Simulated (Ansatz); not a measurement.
Reaction (ligand exchange at a Ge–F bond): `[BH2][GeH2][F]` + CH₃OH → `[BH2][GeH2][O]C` + H–F

Program: Ansatz. Geometries: PBE0-D4/def2-TZVP. ΔE: electronic, gas phase. CCSD(T)/CBS is the MP2 limit (def2-TZVPP, def2-QZVPP) plus CCSD(T) − MP2 in def2-TZVPP, frozen cores. This one scheme is used for every species. Functionals use def2-TZVPP. B3LYP here is the variant with VWN-RPA as its local correlation; programs differ in this. For Ge outer-core shells are correlated without core-valence functions, which leaves a few kJ/mol of doubt a bond. Scalar relativity is left out up to krypton. One conformer a species, not always the lowest.

(1) Is it downhill or uphill in electronic energy at CCSD(T)/CBS, and by how much? (Best estimate.)

(2) What do these levels give: B3LYP-D4, PBE, r2SCAN, HF/def2-TZVPP, CCSD(T)/def2-TZVPP, CCSD/CBS(def2)? (An estimate is asked.)

Largest T1 diagnostic among the species: 0.012.

Results:

(1) Computed: Uphill: ΔE = +26.6 kJ/mol.

(2) Computed: B3LYP-D4 35.0, PBE 37.6, r2SCAN 36.9, HF/def2-TZVPP 47.0, CCSD(T)/def2-TZVPP 27.1, CCSD/CBS(def2) 29.4 kJ/mol.

The D4 term adds −7.7 kJ/mol with B3LYP and −4.3 kJ/mol with PBE0; it sums over pairs of atoms, weighted by their polarisabilities, and B3LYP, whose exchange is more repulsive, gets the larger term. In def2-TZVPP, CCSD(T) changes the Hartree–Fock value by −19.8 kJ/mol (the triples alone add −2.8 kJ/mol) and MP2 by −23.4 kJ/mol.
